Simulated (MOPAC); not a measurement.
Input file for MOPAC: AM1 on H4OSiSn (SMILES [OH][Sn][SiH3]), a point of a torsion scan.

```
AM1 1SCF PRECISE CHARGE=0 THREADS=1
H4OSiSn

O      2.27425948 1    -0.30093848 1    -0.64107223 1
Sn     0.97377650 1    -1.07118115 1     0.73495987 1
Si     1.04424247 1    -3.37333252 1    -0.50439192 1
H      2.59448519 1     0.59702622 1    -0.62798056 1
H      2.39400854 1    -3.90547638 1    -0.77373015 1
H      0.38477909 1    -4.52600949 1     0.15935111 1
H      0.39812212 1    -3.38454885 1    -1.83438722 1
```

It printed:

```
*******************************************************************************
 **                                                                           **
 **                              MOPAC v23.2.5                                **
 **                                                                           **
 *******************************************************************************
 ** MOPAC's Digital Object Identifier: https://doi.org/10.5281/zenodo.6511958 **
 **                                                                           **
 ** Please cite the open-source release paper for use of this MOPAC version:  **
 ** J. E. Moussa and J. J. P. Stewart (2026)                                  **
 ** MOPAC: An open-source semiempirical molecular orbital program             **
 ** J. Open Source Softw., 11(119), 8025, https://doi.org/10.21105/joss.08025 **
 *******************************************************************************

                              AM1 CALCULATION RESULTS

 *******************************************************************************
 *  AM1        - The AM1 Hamiltonian to be used
 *
 *
 *
 *                 CHARGE ON SYSTEM = 0
 *
 *
 *
 *  PRECISE    - TIGHTER CRITERIA TO BE USED
 *  1SCF       - DO 1 SCF AND THEN STOP
 *  THREADS=1  - MULTI-THREADING NOT USED
 *  T=         - A TIME OF 172800.0 SECONDS REQUESTED
 *  DUMP=N     - RESTART FILE WRITTEN EVERY 7200.0 SECONDS REQUESTED
 *******************************************************************************
AM1 1SCF PRECISE CHARGE=0 THREADS=1
 H4OSiSn

   ATOM   CHEMICAL          X               Y               Z
  NUMBER   SYMBOL      (ANGSTROMS)     (ANGSTROMS)     (ANGSTROMS)

     1       O          2.27425948  *  -0.30093848  *  -0.64107223  *
     2      Sn          0.97377650  *  -1.07118115  *   0.73495987  *
     3      Si          1.04424247  *  -3.37333252  *  -0.50439192  *
     4       H          2.59448519  *   0.59702622  *  -0.62798056  *
     5       H          2.39400854  *  -3.90547638  *  -0.77373015  *
     6       H          0.38477909  *  -4.52600949  *   0.15935111  *
     7       H          0.39812212  *  -3.38454885  *  -1.83438722  *



          CARTESIAN COORDINATES

    NO.       ATOM           X           Y           Z

     1         O          2.2743     -0.3009     -0.6411
     2        Sn          0.9738     -1.0712      0.7350
     3        Si          1.0442     -3.3733     -0.5044
     4         H          2.5945      0.5970     -0.6280
     5         H          2.3940     -3.9055     -0.7737
     6         H          0.3848     -4.5260      0.1594
     7         H          0.3981     -3.3845     -1.8344

  H: (AM1): M.J.S. DEWAR ET AL, J. AM. CHEM. SOC. 107 3902-3909 (1985)
  O: (AM1): M.J.S. DEWAR ET AL, J. AM. CHEM. SOC. 107 3902-3909 (1985)
 Si: (AM1): M.J.S.DEWAR, C. JIE, ORGANOMETALLICS, 6, 1486-1490 (1987).
 Sn: (AM1): J. J. P. STEWART, J. MOL. MOD., 10, 155-164 (2004)

           Empirical Formula: H4 O Sn Si  =     7 atoms



      MOLECULAR POINT GROUP   :   C1


      RHF CALCULATION, NO. OF DOUBLY OCCUPIED LEVELS = 9


 -------------------------------------------------------------------------------
 AM1 1SCF PRECISE CHARGE=0 THREADS=1
 H4OSiSn



     1SCF WAS SPECIFIED, SO BFGS WAS NOT USED
     SCF FIELD WAS ACHIEVED


                              AM1 CALCULATION
                                                       MOPAC v23.2.5 Linux




          FINAL HEAT OF FORMATION =        -15.37320 KCAL/MOL =     -64.32147 KJ/MOL


          COSMO AREA              =        131.46 SQUARE ANGSTROMS
          COSMO VOLUME            =        126.95 CUBIC ANGSTROMS

          IONIZATION POTENTIAL    =          7.927304 EV
          HOMO LUMO ENERGIES (EV) =         -7.927 -0.971
          NO. OF FILLED LEVELS    =          9
          MOLECULAR WEIGHT        =        166.8065         POINT GROUP:  C1

          MOLECULAR DIMENSIONS (Angstroms)

            Atom       Atom       Distance
            H     6    H     4     5.63455
           Sn     2    H     5     3.00886
            H     5    H     7     2.08773


          SCF CALCULATIONS        =          1





   ATOM   CHEMICAL          X               Y               Z
  NUMBER   SYMBOL      (ANGSTROMS)     (ANGSTROMS)     (ANGSTROMS)

     1       O          2.27425948  *  -0.30093848  *  -0.64107223  *
     2      Sn          0.97377650  *  -1.07118115  *   0.73495987  *
     3      Si          1.04424247  *  -3.37333252  *  -0.50439192  *
     4       H          2.59448519  *   0.59702622  *  -0.62798056  *
     5       H          2.39400854  *  -3.90547638  *  -0.77373015  *
     6       H          0.38477909  *  -4.52600949  *   0.15935111  *
     7       H          0.39812212  *  -3.38454885  *  -1.83438722  *

                             CARTESIAN COORDINATES

   1    O        2.274259480    -0.300938480    -0.641072230
   2   Sn        0.973776500    -1.071181150     0.734959870
   3   Si        1.044242470    -3.373332520    -0.504391920
   4    H        2.594485190     0.597026220    -0.627980560
   5    H        2.394008540    -3.905476380    -0.773730150
   6    H        0.384779090    -4.526009490     0.159351110
   7    H        0.398122120    -3.384548850    -1.834387220


           Empirical Formula: H4 O Sn Si  =     7 atoms



      MOLECULAR POINT GROUP   :   C1


                  EIGENVALUES
 -34.51336 -17.02346 -14.57236 -13.07149 -11.60682 -11.13528 -11.03924 -10.74095
  -7.92730  -0.97129   0.35211   0.70385   2.33176   2.39074   3.58279   6.72129


              NET ATOMIC CHARGES AND DIPOLE CONTRIBUTIONS

  ATOM NO.   TYPE          CHARGE      No. of ELECS.   s-Pop       p-Pop
    1          O          -0.726143        6.7261     1.84161     4.88454
    2         Sn           1.013540        2.9865     1.93618     1.05028
    3         Si          -0.208125        4.2081     0.97841     3.22972
    4          H           0.197168        0.8028     0.80283
    5          H          -0.087322        1.0873     1.08732
    6          H          -0.100137        1.1001     1.10014
    7          H          -0.088981        1.0890     1.08898
 DIPOLE           X         Y         Z       TOTAL
 POINT-CHG.    -3.138     5.034     6.755     8.990
 HYBRID         1.865    -1.421    -3.264     4.019
 SUM           -1.273     3.613     3.491     5.183


          ATOMIC ORBITAL ELECTRON POPULATIONS

     Atom    s        px        py        pz
    1  O   1.84161   1.74767   1.32066   1.81621
    2 Sn   1.93618   0.24206   0.46090   0.34732
    3 Si   0.97841   0.93298   1.25471   1.04203
    4  H   0.80283
    5  H   1.08732
    6  H   1.10014
    7  H   1.08898

 **********************
 *                    *
 * JOB ENDED NORMALLY *
 *                    *
 **********************




 == MOPAC DONE ==
```

The run finished.

Cost: roughly 0.04 core-seconds.
